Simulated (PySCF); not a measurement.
# Simulated absorption spectrum

Compound: BEt2(NH2), C₄H₁₂BN.
Z-matrix (Å and degrees, PBE0-D3(BJ)/def2-SVP geometry), rows numbered from 1:
```
B 
C   1  1.5893
C   2  1.5277  1  114.69
H   2  1.1072  1  107.09  3  -120.95
H   2  1.1049  1  110.70  3   124.95
H   3  1.1018  2  112.23  1  -179.38
H   3  1.1016  2  111.66  1   -59.13
H   3  1.1022  2  111.56  1    60.38
C   1  1.5885  2  121.16  3    49.08
C   9  1.5288  1  113.97  2    53.56
H   9  1.1067  1  107.51  2   -67.20
H   9  1.1047  1  110.97  2   178.08
H  10  1.1018  9  112.20  1  -179.38
H  10  1.1016  9  111.67  1   -59.04
H  10  1.1021  9  111.50  1    60.48
N   1  1.3992  2  119.37  3  -131.56
H  16  1.0119  1  123.17  2  -178.29
H  16  1.0118  1  123.13  2     1.89
```

The calculation used PySCF 2.14.0, density-fitted response routines, TDDFT PBE0/def2-SVPD, vertical, gas phase, core orbitals frozen in the response.

Computed states:

| state | E (eV) | f |
| --- | --- | --- |
| S1 | 7.04 | 0.0021 |
| S2 | 7.10 | 0.016 |
| S3 | 7.17 | 0.034 |
| S4 | 7.91 | 0.014 |
| S5 | 8.07 | 0.0020 |
| S6 | 8.14 | 0.158 |
| S7 | 8.25 | 0.0086 |
| S8 | 8.30 | 0.0056 |
| S9 | 8.36 | 0.071 |
| S10 | 8.46 | 0.0019 |

Broadening: Gaussians 0.25 eV wide at half height, area fixed by f = 4.319×10⁻⁹ ∫ε dν̃. The width is an assumption, not a result. The curve ends short of the highest state used, and states not computed would add to its high-energy end.

**Question.** Give the broadened spectrum and its maxima.

**Answer.** 
(λ (nm), ε (L mol⁻¹ cm⁻¹)): (157.7, 1987), (158.9, 1034), (160.2, 435), (161.4, 154), (162.6, 43), (163.8, 12), (165.1, 25), (166.3, 106), (167.5, 368), (168.8, 1061), (170.0, 2193), (171.2, 3608), (172.4, 4788), (173.7, 5187), (174.9, 4591), (176.1, 3408), (177.3, 2143), (178.6, 1085), (179.8, 494), (181.0, 195), (182.3, 60), (183.5, 18), (184.7, 5), (185.9, 1)

Maxima: 174 nm (7.15 eV), ε about 5200, made up of S2 (29%) and S3 (68%) (ε in L mol⁻¹ cm⁻¹; maxima over ε = 5, shares over 10%). At its high-energy end, 7.86 eV, the curve is still rising (ε about 1900, from S4 and S6).

**Question.** Coming from long wavelengths, where does ε first pass 100 L mol⁻¹ cm⁻¹?

**Answer.** At about 182 nm (6.82 eV), 0.22 eV below S1.

**Question.** What would ε be at 7.15 eV, the highest of these maxima, with half the width (0.125 eV)?

**Answer.** About 8840 L mol⁻¹ cm⁻¹ against 5200, a factor of about 1.7; a lone state at its own centre would give exactly 2.

All these states lie below the vertical ionisation energy of 9.73 eV (ΔSCF).

One conformer stands for the species.
